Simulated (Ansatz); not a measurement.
Consider the ligand exchange at the Sn–C bond: `[CH3][Sn]([SH])([Cl])[Cl]` + HCl → `[SH][Sn]([Cl])([Cl])[Cl]` + CH₄.

Program: Ansatz. Geometries: PBE0-D4/def2-TZVP. ΔE: electronic, gas phase. CCSD(T)/CBS is the MP2 limit (def2-TZVPP, def2-QZVPP) plus CCSD(T) − MP2 in def2-TZVPP, frozen cores. This one scheme is used for every species. Functionals use def2-TZVPP. Elements past krypton have def2 core potentials. For Sn outer-core shells are correlated without core-valence functions, which leaves a few kJ/mol of doubt a bond. Each species was taken in one conformer, which may not be the lowest.

```
                    species  LC-ωPBE energy (Eh)
`[CH3][Sn]([SH])([Cl])[Cl]`          -1573.24144
                        HCl           -460.69673
 `[SH][Sn]([Cl])([Cl])[Cl]`          -1993.45949
                        CH₄            -40.51009
```

(1) Work out ΔE.

Largest T1 diagnostic among the species: 0.011.

## Answers

(1) ΔE = (-1993.45949) + (-40.51009) − (-1573.24144) − (-460.69673) = -0.03141 Eh = -82.5 kJ/mol. CCSD(T)/CBS gives -82.5 kJ/mol.

Leaving LDA and LC-ωPBE aside and taking each functional with its dispersion term where it has one, the values, not all of them listed here, spread over 13.5 kJ/mol, from B97M-V to PBE-QIDH. LDA lies +7.3 kJ/mol from PBE without D4. In def2-TZVPP, CCSD(T) changes the Hartree–Fock value by +19.9 kJ/mol (the triples alone add +0.5 kJ/mol) and MP2 by +18.6 kJ/mol.
